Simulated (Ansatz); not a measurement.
One change: `[CH3][AlH][CH2]Br` becomes `B[CH2][AlH][CH3]`.

Ansatz, PBE0-D4/def2-TZVP geometries, multiplicity 1. Each molecule was computed in one conformer, which needn't be the lowest.

Scalar relativity is left out up to krypton. Spin–orbit coupling is left out; it splits and shifts lone-pair levels of the heavy atoms by tenths of an eV.

```csv
property,`[CH3][AlH][CH2]Br`
HOMO–LUMO gap (ωB97M-V/def2-TZVPP) / eV,9.82
HOMO energy (PBE0/def2-TZVPP) / eV,-7.25
HOMO energy (PBE/def2-TZVPP) / eV,-6.01
LUMO energy (ωB97M-V/def2-TZVPP) / eV,0.36
size of the dipole moment (B3LYP/def2-TZVPP) / D,1.42
HOMO–LUMO gap (B3LYP/def2-TZVPP) / eV,5.59
```

**Question.** Give the same properties after the change, and the shifts. (An estimate is asked.)

**Answer.** Computed: 
| property | `B[CH2][AlH][CH3]` | shift |
| --- | --- | --- |
| HOMO–LUMO gap (ωB97M-V/def2-TZVPP) / eV | 10.22 | 0.40 |
| HOMO energy (PBE0/def2-TZVPP) / eV | -8.02 | -0.77 |
| HOMO energy (PBE/def2-TZVPP) / eV | -6.86 | -0.85 |
| LUMO energy (ωB97M-V/def2-TZVPP) / eV | 0.02 | -0.34 |
| size of the dipole moment (B3LYP/def2-TZVPP) / D | 1.51 | 0.09 |
| HOMO–LUMO gap (B3LYP/def2-TZVPP) / eV | 5.89 | 0.30 |

With PBE0 the HOMO falls by 0.77 eV and the LUMO falls by 0.50 eV, so the gap widens by about 0.27 eV. PBE moves the HOMO by -0.85 eV and ωB97M-V by -0.75 eV. Dipoles are sizes alone; their direction can turn.

B3LYP here is the variant with VWN-RPA as its local correlation; programs differ in this.
